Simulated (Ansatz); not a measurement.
Compare A (`BC1(C)CC1`) with its isomer B (`CC1CBC1`).

Calculated with Ansatz (gas phase, PBE0-D4/def2-TZVP geometries, no zero-point term in ΔE). CCSD(T)/CBS is the MP2 limit (def2-TZVPP, def2-QZVPP) plus CCSD(T) − MP2 in def2-TZVPP, frozen cores. Functionals use def2-TZVPP.

(1) Which is lower in electronic energy at CCSD(T)/CBS, and by how much? (Estimate.)

(2) Give E(B) − E(A) in kcal/mol with CCSD/def2-TZVPP, B2PLYP, ωB97M-V, CCSD(T)/def2-TZVPP, HF/def2-TZVPP, PBE-D4, r2SCAN-D4. (Best estimate.)

Largest T1 diagnostic: 0.010.

Answers

(1) Computed: B, by 5.3 kcal/mol.

(2) The calculation gave: CCSD/def2-TZVPP -5.1, B2PLYP -4.4, ωB97M-V -5.7, CCSD(T)/def2-TZVPP -4.9, HF/def2-TZVPP -4.1, PBE-D4 -5.5, r2SCAN-D4 -4.8. None reverses the order clearly.
